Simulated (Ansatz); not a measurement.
System: SbH2, charge 0, doublet. SbH2 (SMILES [SbH2], doublet).
B3LYP-D3(BJ)/def2-TZVP minimum from Ansatz (a first-principles code):
```
Sb
H 1 1.7178
H 1 1.7178 2 90.34
```
Charge 0, spin multiplicity 2.

Total energies in hartree (Ansatz). Radicals and triplets start from unrestricted determinants; spin-orbit coupling is neglected. Cores are frozen in correlated methods (noble-gas shells, and filled d and f shells in the p block). Past Kr the def2 sets carry scalar-relativistic core potentials. For partners of very few electrons the exact lower level stands in for a higher one. Spin-orbit terms, left out, reach several kcal/mol for Br and I, and more for heavier atoms.

| species | HF/def2-TZVPP | CCSD(T)/def2-TZVPP | HF/def2-QZVPP | CCSD(T)/def2-QZVPP | CCSDT(Q)/def2-QZVPP |
|---|---|---|---|---|---|
| 1: SbH2 (SMILES [SbH2], doublet) | -240.40397 | -240.54405 | -240.40576 | -240.55417 | -240.55511 |
| 2: Sb (quartet) | -239.27727 | -239.35269 | -239.27798 | -239.35812 | -239.35874 |
| 3: H (doublet) | -0.49981 | -0.49981 | -0.49998 | -0.49998 | -0.49998 |

Q: Work out the atomisation energy (electronic, to ground-state atoms) in kcal/mol: take Hartree-Fock from def2-QZVPP, extrapolate the CCSD(T) correlation energy as X^-3 (X = 3, 4), and add CCSDT(Q) - CCSD(T) in def2-QZVPP. 1 hartree = 627.51 kcal/mol.

A: 
Species 1: correlation (64·(-0.14841) - 27·(-0.14008))/37 = -0.15449; step -0.00094; E1 = -240.40576 + (-0.15449) + (-0.00094) = -240.56119
Species 2: correlation (64·(-0.08014) - 27·(-0.07542))/37 = -0.08358; step -0.00062; E2 = -239.27798 + (-0.08358) + (-0.00062) = -239.36218
Species 3: correlation (64·(0.00000) - 27·(0.00000))/37 = 0.00000; step +0.00000; E3 = -0.49998 + (0.00000) + (+0.00000) = -0.49998
-1·E1 +1·E2 +2·E3 = 0.19905 hartree = 124.9 kcal/mol.
